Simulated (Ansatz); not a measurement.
Ansatz (an electronic-structure program) input (HF/def2-TZVP):

Ansatz 0.2 input:
```yaml
crystal:
  periodic: [false, false, false]
  atoms:
    - {symbol: W, position_ang: [0.00265097, 0.00307094, -0.12018062]}
    - {symbol: F, position_ang: [1.78062760, 0.02065699, 0.53444417]}
    - {symbol: F, position_ang: [-1.80242446, -0.04590694, 0.45370758]}
basis:
  gaussian:
    orbitals: def2-TZVP
hamiltonian:
  xc: {name: HF}
magnetization: {spin_polarized: true, initial_magnetization: 4}
relax: {f_tol: 0.003, max_steps: 100}
```

End of the output:

```
903 factors; their error is unknown
mean field: 0.23 GiB planned
mean field -7223.09326165 eV, -265.4437813771 hartree, gradient 3.1e-5 eV, S^2 6.011105; 0 other end points of the search recorded, 0 dependent functions left out
the calculation of the forces begins
reference -7223.09326165 eV, -265.4437813771 hartree; 18, 14 occupied and 84, 88 virtual orbitals, 903 factors
relax step   2: F+E_penalty+E_count = -7223.09326165 eV  Δ(F+E_penalty+E_count) = -1.978e-3 eV  max|allowed force component| = 4.924e-2 eV/Å  Δτ_max = 0.0128 Å  (55 SCF iters, accepted)
these checks for a lower state are left out or cut short: starts, cluster_reference, orbital_swaps, neighbouring_geometries, increment
integrals: 0.03 GiB planned
903 factors; their error is unknown
mean field: 0.23 GiB planned
mean field -7223.09499734 eV, -265.4438451625 hartree, gradient 3.0e-5 eV, S^2 6.011231; 0 other end points of the search recorded, 0 dependent functions left out
the calculation of the forces begins
reference -7223.09499734 eV, -265.4438451625 hartree; 18, 14 occupied and 84, 88 virtual orbitals, 903 factors
relax step   3: F+E_penalty+E_count = -7223.09499734 eV  Δ(F+E_penalty+E_count) = -1.736e-3 eV  max|allowed force component| = 2.030e-2 eV/Å  Δτ_max = 0.0382 Å  (63 SCF iters, accepted)
these checks for a lower state are left out or cut short: starts, cluster_reference, orbital_swaps, neighbouring_geometries, increment
integrals: 0.03 GiB planned
903 factors; their error is unknown
mean field: 0.23 GiB planned
mean field evaluation 96: about -7223.0950 eV, gradient 1.7e-4 eV
mean field -7223.09502374 eV, -265.4438461328 hartree, gradient 3.0e-5 eV, S^2 6.011231; 0 other end points of the search recorded, 0 dependent functions left out
the calculation of the forces begins
reference -7223.09502374 eV, -265.4438461328 hartree; 18, 14 occupied and 84, 88 virtual orbitals, 903 factors
relax step   4: F+E_penalty+E_count = -7223.09502374 eV  Δ(F+E_penalty+E_count) = -2.640e-5 eV  max|allowed force component| = 8.893e-3 eV/Å  Δτ_max = 0.0031 Å  (58 SCF iters, accepted)
these checks for a lower state are left out or cut short: starts, cluster_reference, orbital_swaps, neighbouring_geometries, increment
integrals: 0.03 GiB planned
903 factors; their error is unknown
mean field: 0.23 GiB planned
mean field -7223.09502672 eV, -265.4438462423 hartree, gradient 3.0e-5 eV, S^2 6.011227; 0 other end points of the search recorded, 0 dependent functions left out
the calculation of the forces begins
reference -7223.09502672 eV, -265.4438462423 hartree; 18, 14 occupied and 84, 88 virtual orbitals, 903 factors
relax step   5: F+E_penalty+E_count = -7223.09502672 eV  Δ(F+E_penalty+E_count) = -2.979e-6 eV  max|allowed force component| = 5.012e-5 eV/Å  Δτ_max = 0.0005 Å  (59 SCF iters, accepted)
integrals: 0.03 GiB planned
903 factors; their error is unknown
mean field: 0.23 GiB planned
mean field evaluation 128: about -7222.9342 eV, gradient 6.7e-2 eV
mean field evaluation 160: about -7222.5348 eV, gradient 7.9e-1 eV
mean field evaluation 192: about -7223.0950 eV, gradient 3.0e-5 eV
mean field -7223.09502672 eV, -265.4438462423 hartree, gradient 3.0e-5 eV, S^2 6.011227; 4 other end points of the search recorded, 0 dependent functions left out
the calculation of the forces begins
reference -7223.09502672 eV, -265.4438462423 hartree; 18, 14 occupied and 84, 88 virtual orbitals, 903 factors
Total energy: -7223.09502672 eV, -265.4438462423 hartree
Atom 0 at     0.001600     0.001854    -0.072548 Å, force     0.000001     0.000001    -0.000050 eV/Å
Atom 1 at     1.809810     0.021798     0.511274 Å, force     0.000029    -0.000000     0.000026 eV/Å
Atom 2 at    -1.830556    -0.045831     0.429246 Å, force    -0.000030    -0.000001     0.000024 eV/Å
Dipole moment:     0.007439     0.008618    -0.337251 e Å
```

The spin state was set by rule; other spins were not relaxed.
